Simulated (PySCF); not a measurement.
Zn²⁺ (zinc, charge +2): B3LYP calculation

Configuration: [Ar] 3d10, closed-shell 1S. Computed with PySCF 2.14 in x2c-TZVPall (6s5p4d1f, 48 functions), with the spin-free X2C one-electron Hamiltonian (Gaussian nucleus).

| Item | Value |
| --- | --- |
| Total energy | -1794.920 hartree |
| One-electron energy | -2480.646 hartree |
| Hartree (Coulomb) energy | 757.381 hartree |
| Exchange-correlation energy | -71.656 hartree |
| ⟨S²⟩ | 0.0000 |
| ⟨L²⟩ | 0.000 |
| Sum of ⟨r⟩ | 16.17 bohr |
| Sum of ⟨r²⟩ | 15.25 bohr² |
| Langevin diamagnetic susceptibility | -12.1 ×10⁻⁶ cm³/mol |
| Time after the integrals | 0.54 s of wall time on 1 thread of Neoverse-V2 (shared host) |

| shell | electrons | mean orbital energy (hartree) | rms radius, mean of both spins (bohr) |
| --- | --- | --- | --- |
| 1s | 2 | -352.14641 | 0.0580 |
| 2s | 2 | -43.89024 | 0.245 |
| 2p | 6 | -38.13727 | 0.219 |
| 3s | 2 | -5.72863 | 0.732 |
| 3p | 6 | -4.00423 | 0.776 |
| 3d | 10 | -1.22535 | 1.01 |

Densities and radii are taken from the X2C orbitals without a picture-change correction, which distorts them close to the nucleus.
